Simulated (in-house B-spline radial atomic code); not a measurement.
# Binding energies in the tin ion Sn⁴⁺

NIST's tabulated ground configuration is [Kr] 4d10; each binding energy is the energy of the ion with one electron taken from that subshell, relaxed, less that of the parent. Level of theory: Dirac-Hartree-Fock, average of configuration, Fermi nucleus of rms radius 4.6519 fm; calculated with a radial B-spline atomic code at the basis-set limit. Energies include first-order Breit, QED and recoil terms.

```tsv
subshell	X-ray name	binding energy (eV)	-ε (eV)	relaxation (eV)
1s	K	29253.3	29412.7	63.4
2s	L1	4525.1	4568.0	33.1
2p3/2	L3	3983.4	4025.4	35.3
3s	M1	940.7	955.4	13.1
3p1/2	M2	813	828.0	13.5
3p3/2	M3	770.5	784.4	13.0
3d3/2	M4	546.9	561.7	14.5
3d5/2	M5	538.4	552.8	14.3
4s	N1	198.6	201.9	3.1
4p1/2	N2	154.6	157.6	2.7
4p3/2	N3	147	149.7	2.5
4d3/2	N4	76.15	78.02	1.85
4d5/2	N5	75.09	76.86	1.79
```

Relaxation = -ε minus the binding energy without Breit, QED and recoil terms.

Emission lines follow as differences of binding energies, with λ = 12398.42 eV·Å / E:

```json
{"line": "K-L3", "holes": "1s → 2p3/2", "energy (eV)": "25269.9", "wavelength (Å)": "0.49064"}
{"line": "K-M3", "holes": "1s → 3p3/2", "energy (eV)": "28482.8", "wavelength (Å)": "0.43529"}
{"line": "L3-M5", "holes": "2p3/2 → 3d5/2", "energy (eV)": "3445.0", "wavelength (Å)": "3.599"}
{"line": "L1-M3", "holes": "2s → 3p3/2", "energy (eV)": "3754.6", "wavelength (Å)": "3.3022"}
{"line": "L3-M1", "holes": "2p3/2 → 3s", "energy (eV)": "3042.7", "wavelength (Å)": "4.0748"}
```

(1) What screening constant σ does Moseley's law, E = (3/4)·13.6057 eV·(Z - σ)², need for K-L3?

Moseley's non-relativistic formula needs a falling, then negative, screening constant for heavy elements, because relativity binds the 1s electron more strongly than the formula allows.

(2) What does it cost to remove both a 2p3/2 and a 3p1/2 electron?

(3) What does it cost to remove both a 4s and a 4d5/2 electron?

(4) What does it cost to remove both a 2s and a 3p1/2 electron?

Results:

(1) σ = 0.24.

(2) 4856.5 eV, which is 60.11 eV more than the two single binding energies together.

(3) 294.14 eV, which is 20.49 eV more than the two single binding energies together.

(4) 5396.5 eV, which is 58.41 eV more than the two single binding energies together.
